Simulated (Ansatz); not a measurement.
This geometry of Cl2GeH2 + FH (7 atoms, charge 0, multiplicity 1) is a first-order saddle point.

These are results of RKS r2SCAN-D4/def2-SVP in Ansatz, not measurements.

```xyz
7
Properties=species:S:1:pos:R:3
Ge 0.040 0.162 -0.048
Cl 0.692 -0.362 2.274
H 1.437 -0.123 -0.574
Cl -0.825 1.500 -1.542
H -1.096 -0.842 0.098
F 0.232 1.906 1.086
H 0.502 1.322 1.886
```

Q: Which two structures does it join? (They come from a converged band through this point; their orientation in space is the band's.)

A: Bonds broken: Ge1–Cl2, F6–H7. Bonds formed: Ge1–F6, Cl2–H7. Cl2GeH2 + FH becomes ClFGeH2 + ClH.

Initial state:

```xyz
7
Properties=species:S:1:pos:R:3
Ge -0.153 -0.187 -0.076
Cl -0.270 -0.129 2.106
H 1.295 0.047 -0.477
Cl -1.408 1.373 -0.841
H -0.772 -1.527 -0.472
F 1.364 2.227 1.130
H 0.927 1.761 1.810
```

Final state:

```xyz
7
Properties=species:S:1:pos:R:3
Ge -0.117 0.422 -0.333
Cl 1.115 -0.233 2.830
H 1.292 -0.063 -0.647
Cl -0.961 1.307 -2.096
H -1.129 -0.544 0.268
F 0.045 1.759 0.798
H 0.738 0.917 2.359
```

Q: How far does it lie above each of them?

A: 81.1 kJ/mol above the first and 80.9 kJ/mol above the second. This is the barrier of this one path; another mechanism may lie lower. The orbitals stay closed-shell, which can raise the energy where a bond breaks towards radicals; this wasn't checked here.

The run took 3.3 min on 4 threads of Arm Neoverse V1, with other jobs on the host, peak memory 0.17 GiB.
